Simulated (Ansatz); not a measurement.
Pulling on the Sn1–H2 bond in H2Sn (SMILES [SnH2]) (multiplicity 1 held, fragments rigid). Energies count from the point at 1.780 Å.
Geometry at that point (charge 0, multiplicity 1):
```xyz
3

Sn     0.0066    -0.0006     0.0477
H     -0.1750    -1.2509    -1.2068
H     -0.1544     1.2789    -1.1799
```

Restricted levels (R-, RO-) in cc, def2 and unpolarised 6-31G sets keep to the state of the molecule at rest. Unrestricted levels (U-) break spin symmetry where that is lower. Active spaces are followed from a long bond inwards. Full CI gives the lowest state of the spin. Levels need not reach the same state.

Cores are frozen in the correlated methods. Filled d and f shells under p-block atoms count as core.

Run with Ansatz (a first-principles code) with Gaussian orbitals.  In def2 rows elements past Kr take small-core potentials, without spin–orbit coupling.

Energies in eV.

```
R (Å)  R-HF/def2-SVP  U-MP2/def2-SVP  U-SCS-MP2/def2-SVP  R-CCSDT/def2-SVP  CASSCF(2,2)/def2-SVP  FCI/def2-SVP
-----  -------------  --------------  ------------------  ----------------  --------------------  ------------
1.424           1.16            1.21                1.23              1.21                  1.27          1.21
1.602           0.21            0.24                0.25              0.24                  0.27          0.24
1.780           0.00            0.00                0.00              0.00                  0.00          0.00
1.959           0.17            0.14                0.13              0.13                  0.09          0.13
2.137           0.53            0.46                0.44              0.43                  0.36          0.43
2.404           1.20            1.24                1.24              0.97                  0.85          0.97
2.671           1.89            1.86                1.91              1.49                  1.33          1.49
3.116           2.93            2.26                2.34              2.11                  1.93          2.11
3.561           3.78            2.39                2.48              2.45                  2.24          2.45
4.095           4.59            2.44                2.52              2.61                  2.39          2.61
4.807           5.35            2.45                2.54              2.66                  2.45          2.66
5.697           5.94            2.46                2.54              2.67                  2.46          2.67
```

Doubts at one or more of the structures used: a restricted determinant that unrestricted orbitals would lower (R-HF/def2-SVP, R-CCSDT/def2-SVP); a spin-contaminated determinant (U-MP2/def2-SVP, U-SCS-MP2/def2-SVP); T1 above 0.05 (R-CCSDT/def2-SVP); other coupled-cluster roots lie near (R-CCSDT/def2-SVP).
